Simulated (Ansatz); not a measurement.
The cluster HW₂, relaxed as a doublet with UKS PBE-D4/def2-TZVP in Ansatz, starting from the GFN2-xTB geometry. Force threshold 0.02 eV/Å.

In the def2 sets W takes a core potential; there is no spin–orbit coupling. The charge 0 doublet is spin-contaminated (final ⟨S²⟩ up to 1.98, 0.75 for a pure state). No other spin state of charge 0 was run. Another isomer (doublet) lies 0.95 eV lower at PBE0-D4/def2-TZVP; other spin states weren't run for this one.

Start:

```xyz
3

W     1.577   -1.541   -0.129
W    -0.188    0.183    0.016
H    -1.389    1.358    0.113
```

Q: Estimate the energy that the relaxation releases and the steps that it takes.

A: 0.88 eV, in 5 steps; 10 s on 4 threads of Arm Neoverse V1 on a shared host. No frequencies were taken in this run, so the end may be a saddle point.

Q: Does the start keep its bonding and symmetry?

A: By distances, no bond broke or formed. The bond that changes most is W1–W2, from 2.47 to 2.08 Å (atoms count from 1). Point group C∞v at the start, C∞v at the end, both within 0.05 Å.

Q: Predict the relaxed structure.

A: 
```xyz
3

W     1.418   -1.386   -0.116
W    -0.065    0.064    0.006
H    -1.352    1.322    0.110
```
Bond lengths (bridged metal pairs left out): 1 × W–W 2.08 Å; 1 × H–W 1.80 Å.
